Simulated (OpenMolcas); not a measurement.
2s2 2p3 along the 7-electron sequence

```
Program             : OpenMolcas
Method              : CASSCF
Basis               : ANO-RCC-VTZP
Scalar Hamiltonian  : DKH2, point nucleus
Spin-orbit coupling : state interaction with AMFI integrals over the reference wave functions, term energies averaged over their components
```

Active space for each ion: 3 electrons in 3 orbitals (2p).

Computed levels in cm-1 above 4S* 3/2:

```
                                Level      N     O+    F2+   Ne3+
                              2D* 3/2  23021  30471  37610  44957
                              2D* 5/2  23021  30473  37617  44976
                              2P* 1/2  38021  50502  62416  74696
                              2P* 3/2  38021  50505  62425  74721
weight of 4S* in the lowest level (%)    100    100    100    100
```

Measured, with the error of the calculation in %. Measured levels: N, O+ from NIST Handbook of Basic Atomic Spectroscopic Data.

```tsv
Level	N	O+
2D* 3/2	19233 (+19.7)	26831 (+13.6)
2D* 5/2	19224 (+19.7)	26811 (+13.7)
2P* 1/2	28839 (+31.8)	40470 (+24.8)
2P* 3/2	28839 (+31.8)	40468 (+24.8)
```

2D* 3/2 changes by a factor of 1.95 over the same range, with steps per unit of Z of +7450, +7140, +7350 cm-1.

With the s shell closed, the reference lacks s² → p² mixing. Without dynamic correlation excited terms often stand tens of per cent too high (terms of higher spin than the ground term too low), and those without a measured partner can miss by more than the paired ones (holds for N; O+). Measured partners are found by configuration, term and J. A level has none where our copy of the source lacks it or the pairing is in doubt (some pairs that miss far off the trend of their configuration count as doubtful), and it then counts in no deviation. Only configurations of the active space appear.

* marks odd parity.
